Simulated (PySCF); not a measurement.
Numbering as in the mapped SMILES `[OH:1][c:2]1[cH:3][cH:4][c:5]([F:6])[s:7]1`. Hydrogens are named by the atom that carries them.

Geometry: GFN2-xTB; GIAO absolute shieldings from PySCF 2.14, gas phase, non-relativistic, averaged over equivalent atoms.

At PBE0/pcSseg-1 (141 basis functions, 14 s wall time on 1 thread of an Arm Neoverse V1, shared host):
```csv
atoms,σ (ppm)
O1,232.2
C5,25.1
C2,29.3
C4,76.7
C3,84.3
F6,317.9
S7,349.2
H(C4),25.46
H(C3),25.77
H(O1),27.72
```

Estimate the result of repeating the calculation with BLYP/IGLO-II.

Results:


| atoms | σ at BLYP/IGLO-II | change |
| --- | --- | --- |
| O1 | 221.2 | -11.0 |
| C5 | 18.3 | -6.8 |
| C2 | 23.5 | -5.8 |
| C4 | 73.4 | -3.3 |
| C3 | 80.5 | -3.8 |
| F6 | 303.4 | -14.5 |
| S7 | 309.3 | -39.9 |
| H(C4) | 26.28 | +0.82 |
| H(C3) | 26.56 | +0.79 |
| H(O1) | 28.55 | +0.83 |

The largest change is at S7 (aromatic ring sulfur). Cost: 185 basis functions, 12 s wall time on 1 thread of an AMD EPYC 9R45 96-Core, shared host. The order of the carbon signals is the same at both levels.
